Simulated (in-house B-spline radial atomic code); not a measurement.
Checks on a self-consistent run for Os VII (Os6+), [Xe] (4f5/2)5 (4f7/2)8 (5d3/2)2 (9f7/2)1. Level of theory: Dirac-Hartree-Fock, average of the jj configuration, Fermi nucleus of rms radius 5.4126 fm; calculated with a radial B-spline atomic code at the basis-set limit.

```json
{"orbital": "1s1/2", "q": "2", "ε (Eh)": "-2736.40318", "<1/r>": "90.4051", "<r²>": "0.000433472", "small-component weight": "0.082585"}
{"orbital": "2s1/2", "q": "2", "ε (Eh)": "-485.08709", "<1/r>": "22.1017", "<r²>": "0.00657879", "small-component weight": "0.018821"}
{"orbital": "2p1/2", "q": "2", "ε (Eh)": "-463.59682", "<1/r>": "22.0199", "<r²>": "0.00469694", "small-component weight": "0.018849"}
{"orbital": "2p3/2", "q": "4", "ε (Eh)": "-407.21571", "<1/r>": "18.3033", "<r²>": "0.0058879", "small-component weight": "0.016924"}
{"orbital": "3s1/2", "q": "2", "ε (Eh)": "-118.40591", "<1/r>": "8.12927", "<r²>": "0.0427217", "small-component weight": "0.0062547"}
{"orbital": "3p1/2", "q": "2", "ε (Eh)": "-108.83044", "<1/r>": "8.03009", "<r²>": "0.0392101", "small-component weight": "0.0061832"}
{"orbital": "3p3/2", "q": "4", "ε (Eh)": "-96.37406", "<1/r>": "7.07048", "<r²>": "0.0456623", "small-component weight": "0.0056373"}
{"orbital": "3d3/2", "q": "4", "ε (Eh)": "-80.54817", "<1/r>": "6.94778", "<r²>": "0.0353417", "small-component weight": "0.0054951"}
{"orbital": "3d5/2", "q": "6", "ε (Eh)": "-77.90416", "<1/r>": "6.72097", "<r²>": "0.0371555", "small-component weight": "0.0053388"}
{"orbital": "4s1/2", "q": "2", "ε (Eh)": "-29.39999", "<1/r>": "3.41125", "<r²>": "0.209486", "small-component weight": "0.0020629"}
{"orbital": "4p1/2", "q": "2", "ε (Eh)": "-25.31905", "<1/r>": "3.30023", "<r²>": "0.215366", "small-component weight": "0.0019717"}
{"orbital": "4p3/2", "q": "4", "ε (Eh)": "-22.36891", "<1/r>": "2.98459", "<r²>": "0.247263", "small-component weight": "0.0017825"}
{"orbital": "4d3/2", "q": "4", "ε (Eh)": "-15.63621", "<1/r>": "2.77145", "<r²>": "0.265894", "small-component weight": "0.0015811"}
{"orbital": "4d5/2", "q": "6", "ε (Eh)": "-15.14184", "<1/r>": "2.69429", "<r²>": "0.277801", "small-component weight": "0.0015271"}
{"orbital": "4f5/2", "q": "5", "ε (Eh)": "-6.63125", "<1/r>": "2.30992", "<r²>": "0.34157", "small-component weight": "0.0011654"}
{"orbital": "4f7/2", "q": "8", "ε (Eh)": "-6.53751", "<1/r>": "2.28562", "<r²>": "0.34669", "small-component weight": "0.0011479"}
{"orbital": "5s1/2", "q": "2", "ε (Eh)": "-7.58312", "<1/r>": "1.37414", "<r²>": "1.0767", "small-component weight": "0.00050244"}
{"orbital": "5p1/2", "q": "2", "ε (Eh)": "-6.19858", "<1/r>": "1.26812", "<r²>": "1.23928", "small-component weight": "0.0004395"}
{"orbital": "5p3/2", "q": "4", "ε (Eh)": "-5.56742", "<1/r>": "1.17055", "<r²>": "1.40648", "small-component weight": "0.00039494"}
{"orbital": "5d3/2", "q": "2", "ε (Eh)": "-3.72905", "<1/r>": "0.9586", "<r²>": "2.03479", "small-component weight": "0.00027771"}
{"orbital": "9f7/2", "q": "1", "ε (Eh)": "-0.39061", "<1/r>": "0.116618", "<r²>": "178.463", "small-component weight": "1.5579e-05"}
```

Electron-electron repulsion V_ee = 6134.2823 hartree.

What total energy follows from the eigenvalues?

The eigenvalues count the repulsion twice, so E = Σqε - V_ee = -11124.071 - 6134.282 = -17258.354 hartree; the run printed -17258.354.

Does the Dirac virial theorem hold?

For a point nucleus E = -2c²Σq·w, with w the small-component weight. Here Σq·w = 0.45938 and c = 137.0360, so the ratio E/(-2c²Σq·w) is 1.000301; the finite nucleus accounts for the departure from 1.

What diamagnetic shielding (Lamb formula) and susceptibility (Langevin formula) do the radii give?

σ = (α²/3)Σq<1/r> = 565.432/(3·137.036²) = 10037 ppm, and χ = -0.79199×10⁻⁶·Σq<r²> = -160.5×10⁻⁶ cm³/mol with Σq<r²> = 202.6 bohr². Both are non-relativistic formulas without the paramagnetism of open shells; for so heavy an element the full relativistic shielding is larger by tens of per cent.
